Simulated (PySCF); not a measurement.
## Ionisation energy of C²⁺ by level of theory

C²⁺ [He] 2s2 → C³⁺ [He] 2s1 [2s1/2^1, M_J = 1/2], as a difference of total energies. Calculation: PySCF 2.14, in x2c-TZVPall-2c; the two-component X2C-1e Hamiltonian. Correlated levels: 1s2 frozen. "Screened" scales the spin-orbit matrix elements by Boettger's factors to mimic the two-electron term; Breit and QED terms are absent.

```tsv
method	ionisation energy (eV)	error (eV)
GHF (screened spin-orbit)	45.795	-2.093
GMP2 (screened spin-orbit)	46.952	-0.936
```

Reference: 47.888 eV (measured; NIST Atomic Spectra Database, ionization energies).

Errors of the correlated levels include the incompleteness of this basis and the frozen core.

MP2 underrates the near-degeneracy of ns² with np² in the lower species.
